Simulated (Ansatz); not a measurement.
`C[NH][InH][F]`. Total charge 0; spin multiplicity 1. In takes the def2 core potential.

```xyz
9

C     0.8566    0.9883    0.1071
N     0.5713   -0.4044   -0.1628
In   -1.2312   -1.2320   -0.1124
F    -2.4450    0.2306    0.3793
H     1.5411    1.1125    0.9554
H     1.3006    1.4951   -0.7588
H    -0.0678    1.5132    0.3539
H     1.3839   -0.9495   -0.3983
H    -1.9095   -2.7538   -0.3636
```

List the harmonic frequencies (cm⁻¹, unscaled) at PBE0-D4/def2-TZVP in Ansatz. (An estimate is asked.)

Computed: 82, 107, 151, 268, 372, 428, 439, 575, 588, 1089, 1133, 1134, 1382, 1458, 1490, 1510, 1924, 3003, 3047, 3123, 3635.

Is this a minimum?

Yes, all 21 modes are real.

Give the ideal-gas thermochemistry at 298.15 K and 1 bar (rigid rotor, harmonic oscillator; point group Cs, symmetry number 1).

Zero-point energy 161.1 kJ/mol; H(298) − E = 181.3 kJ/mol; entropy 347.8 J/(mol·K), of which translation 172.5, rotation 110.9, vibration 64.4; G(298) − E = 77.6 kJ/mol. Modes under 100 cm⁻¹ are hindered rotations or soft bends, so the harmonic entropy is rough.

And at 400, 500, 600, 800 and 1000 K?


| T (K) | H − E (kJ/mol) | S (J/mol/K) | G − E (kJ/mol) |
| --- | --- | --- | --- |
| 400 | 191.9 | 378.3 | 40.6 |
| 500 | 203.6 | 404.3 | 1.5 |
| 600 | 216.5 | 427.7 | -40.1 |
| 800 | 244.8 | 468.4 | -129.9 |
| 1000 | 276.0 | 503.1 | -227.1 |
